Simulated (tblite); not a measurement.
C3H6NSi (doublet state).
Atom-mapped SMILES: `[SiH3:1][CH2:2][C@@H:3]1[C:4]=[N:5]1` (hydrogens: H6, H7, H8 on Si1; H9, H10 on C2; H11 on C3)

A start from a force field or distance geometry was refined with tblite, GFN2-xTB geometry optimisation, gas phase. Values at the start:

```
  coordinate    start
      Si1–C2  1.865 Å
      Si1–H6  1.468 Å
      Si1–H7  1.458 Å
       C2–C3  1.496 Å
       C2–H9  1.091 Å
      C2–H10  1.130 Å
       C3–C4  1.469 Å
       C3–N5  1.433 Å
      C3–H11  1.134 Å
       C4=N5  1.258 Å
   Si1–C2–C3   107.1°
    C2–C3–C4   120.2°
    C2–C3–N5   117.2°
    C3–C4–N5    62.8°
    C3–N5–C4    65.8°
    C4–C3–N5    51.4°
Si1–C2–C3–C4      59°
 C2–C3–C4–N5    -102°
 C2–C3–N5–C4     108°
```

How do these coordinates change at the GFN2-xTB level?

| coordinate | GFN2-xTB (Å or °) | change |
| --- | --- | --- |
| C3–N5 | 1.584 | +0.151 |
| Si1–C2 | 1.936 | +0.071 |
| C3–H11 | 1.085 | -0.049 |
| C2–H10 | 1.090 | -0.040 |
| C2–C3 | 1.473 | -0.023 |
| C3–C4 | 1.454 | -0.015 |
| C4=N5 | 1.243 | -0.015 |
| Si1–H7 | 1.467 | +0.009 |
| Si1–H6 | 1.459 | -0.009 |
| C2–H9 | 1.087 | -0.004 |
| C3–C4–N5 | 71.5 | +8.7 |
| C3–N5–C4 | 60.5 | -5.3 |
| C2–C3–N5 | 113.4 | -3.8 |
| C4–C3–N5 | 48.0 | -3.4 |
| C2–C3–C4 | 122.6 | +2.4 |
| Si1–C2–C3 | 106.2 | -0.9 |
| Si1–C2–C3–C4 | 93 | +34 |
| C2–C3–C4–N5 | -93 | +9 |
| C2–C3–N5–C4 | 114 | +6 |

The energy falls by 52.4 kJ/mol over 65 L-BFGS steps, the largest force on an atom goes from 2.90 to 0.010 eV/Å, and the atoms move by 0.422 Å rms after alignment. The bond that changes most is C3–N5 (ends: carbon bonded to 2 C, N and H; nitrogen bonded to 2 C), which lengthens by 0.151 Å. Bonds longer at the end by more than 0.005 Å: 3 of 11; shorter: 7. Among the dihedrals that turn most is Si1–C2–C3–N5, from 0° to 39°. Rotational constants go from 8739, 3218, 2705 to 9336, 2861, 2419 MHz.

Hardware: one thread of an Arm Neoverse V2, on a shared host. Cost: 0.23 s wall.

GFN2-xTB frequencies show an imaginary mode (22i cm⁻¹), so the point is no minimum at that level. 3 starts were optimised and ended at 0.00, 1.52 and 20.24 kcal/mol (GFN2-xTB); the lowest of these is shown.

One conformer stands for the species.

All values are computed, not measured.
